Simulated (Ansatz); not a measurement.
Species: C4H12BNO2, net charge 0, singlet state. 
Coordinates optimised at B3LYP-D3(BJ)/def2-TZVP (Ansatz, an electronic-structure program):
SMILES: CCN(CC)B(O)O
```xyz
20

C      2.0386     1.5585     0.2462
C      1.0227     1.1086    -0.8005
N      0.1747     0.0007    -0.3480
C      0.8070    -1.2920    -0.5789
C      0.1212    -2.5251    -0.0092
B     -1.0679     0.3117     0.2648
O     -2.0165    -0.5761     0.7391
O     -1.3858     1.6494     0.4130
H      2.6752     2.3524    -0.1512
H      2.6867     0.7370     0.5582
H      1.5233     1.9420     1.1274
H      1.5401     0.7926    -1.7125
H      0.3860     1.9485    -1.0701
H      1.8217    -1.2597    -0.1655
H      0.9303    -1.4355    -1.6608
H      0.7456    -3.3979    -0.2055
H     -0.0099    -2.4570     1.0724
H     -0.8426    -2.7199    -0.4867
H     -1.8062    -1.5035     0.6276
H     -2.2528     1.7500     0.8166
```

Dipole moments at this geometry, in debye (magnitudes).

| level | program | dipole (D) |
|---|---|---|
| SVWN5/def2-TZVPD | Ansatz | 2.15 |
| PBE/def2-TZVPD | Ansatz | 2.08 |
| revPBE/def2-TZVPD | Ansatz | 2.05 |
| r2SCAN/def2-TZVPD | Ansatz | … |
| B97M-V/def2-TZVPD | Ansatz | 2.03 |
| B3LYP/def2-TZVPD | Ansatz | 2.13 |
| PBE0/def2-TZVPD | Ansatz | 2.12 |
| BHLYP/def2-TZVPD | Ansatz | 2.17 |
| r2SCANh/def2-TZVPD | Ansatz | 2.11 |
| r2SCAN0/def2-TZVPD | Ansatz | 2.13 |
| wB97M-V/def2-TZVPD | Ansatz | 2.12 |
| wB97X-V/def2-TZVPD | Ansatz | 2.14 |
| CCSD(T)/aug-cc-pVDZ | Ansatz | … |

Complete the blanks.


- r2SCAN/def2-TZVPD, dipole (D): 2.09
- CCSD(T)/aug-cc-pVDZ, dipole (D): 2.13
